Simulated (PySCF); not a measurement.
## Spin-rotation constants: SMILES C#CC(=S)SC1CC1, C6H6S2

Molfile (atoms numbered from 1):
```
C6H6S2
     RDKit          3D

 14 14  0  0  0  0  0  0  0  0999 V2000
    3.9671   -1.0027    0.1327 C   0  0  0  0  0  0  0  0  0  0  0  0
    2.8793   -0.4898    0.1811 C   0  0  0  0  0  0  0  0  0  0  0  0
    1.6308    0.1337    0.2940 C   0  0  0  0  0  0  0  0  0  0  0  0
    1.3360    1.2608    1.4482 S   0  0  0  0  0  0  0  0  0  0  0  0
    0.4576   -0.3972   -0.8907 S   0  0  0  0  0  0  0  0  0  0  0  0
   -0.9686    0.5699   -0.3885 C   0  0  0  0  0  0  0  0  0  0  0  0
   -1.8327    0.0508    0.7186 C   0  0  0  0  0  0  0  0  0  0  0  0
   -2.3262    0.0218   -0.6932 C   0  0  0  0  0  0  0  0  0  0  0  0
    4.9141   -1.4524    0.0852 H   0  0  0  0  0  0  0  0  0  0  0  0
   -0.7831    1.6318   -0.4686 H   0  0  0  0  0  0  0  0  0  0  0  0
   -2.2466    0.7723    1.4058 H   0  0  0  0  0  0  0  0  0  0  0  0
   -1.5533   -0.8838    1.1810 H   0  0  0  0  0  0  0  0  0  0  0  0
   -2.3819   -0.9339   -1.1917 H   0  0  0  0  0  0  0  0  0  0  0  0
   -3.0933    0.7183   -0.9961 H   0  0  0  0  0  0  0  0  0  0  0  0
  1  2  3  0
  2  3  1  0
  3  4  2  0
  3  5  1  0
  5  6  1  0
  6  7  1  0
  7  8  1  0
  8  6  1  0
  1  9  1  0
  6 10  1  0
  7 11  1  0
  7 12  1  0
  8 13  1  0
  8 14  1  0
M  END
```

Theory: GIAO PBE0/pcSseg-1 magnetisability, rotational g tensor and spin-rotation constants, non-relativistic, gas phase in PySCF 2.14.0. Geometry: GFN2-xTB.

(1) Give the nuclear spin-rotation constants along the inertial axes (H = +C I·J) beside the isotropic shieldings.

(2) How do the rotational constants and the g tensor change when H9, H10, H11, H12, H13, H14 are replaced by deuterium?

Results:

(1) Rotational constants 2.8411, 0.9693, 0.7668 GHz. A star marks the isotopologue with that one atom substituted, in its own axes.
```csv
atom,isotope,Caa (kHz),Cbb (kHz),Ccc (kHz),mean (kHz),σ (ppm)
H9,1H,0.124,-0.106,-0.086,-0.023,27.7
H10,1H,-0.258,-0.068,-0.020,-0.115,29.2
H11,1H,-0.278,0.002,-0.082,-0.119,30.4
H12,1H,-0.267,-0.112,-0.008,-0.129,31.3
H13,1H,-0.285,-0.011,-0.076,-0.124,30.8
H14,1H,-0.062,-0.104,-0.060,-0.075,30.6
C1,13C*,0.728,0.232,0.231,0.397,85.7
C2,13C*,0.098,0.320,0.284,0.234,100.2
C3,13C*,1.997,0.449,0.148,0.865,-36.5
S4,33S*,1.906,1.222,0.149,1.093,-474.2
S5,33S*,1.153,0.569,0.270,0.664,88.9
C6,13C*,0.507,0.118,0.127,0.251,159.0
C7,13C*,0.334,0.141,0.102,0.193,174.5
```
For the geometry as given, no vibrational averaging.

(2) Constants 2.6457, 0.8641, 0.6988 GHz; g -0.0348, -0.0106, -0.0002, against -0.0372, -0.0119, -0.0002 before.
